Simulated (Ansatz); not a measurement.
Atom: bromine atom, Br, net charge 0, doublet state.

Wanted: ionisation energy to the triplet, in eV. Set-up: six Cartesian d functions in 6-31G* and its kin unless marked 5d; no spin-orbit coupling; non-relativistic; UHF or UKS for open shells; each state is the SCF solution reached for its charge and spin.

| species | coefficient | E at PBE/6-31G* (Ansatz), Eh | E at B3LYP/def2-TZVPD (Ansatz), Eh |
|---|---|---|---|
| charge 1, triplet | +1 | -2572.98863 | -2573.70222 |
| charge 0, doublet | -1 | -2573.42245 | -2574.14138 |

Measured values: NIST ASD by pymatgen's periodic table; they hold spin-orbit and core effects.  Value to compare with, the measured value: 11.81 eV. 1 Eh = 27.2114 eV.

Question: Compute it at each level from the table, and compare with the measured value.

Answer: 
- PBE/6-31G*: the sum of coefficient times E is 0.43382 Eh, or 11.805 eV. Result: 11.80 eV. Its error against the measured value is -0.01 eV.
- B3LYP/def2-TZVPD: the sum of coefficient times E is 0.43916 Eh, or 11.950 eV. Result: 11.95 eV. Its error against the measured value is 0.14 eV.

Ansatz is a program for electronic structure.
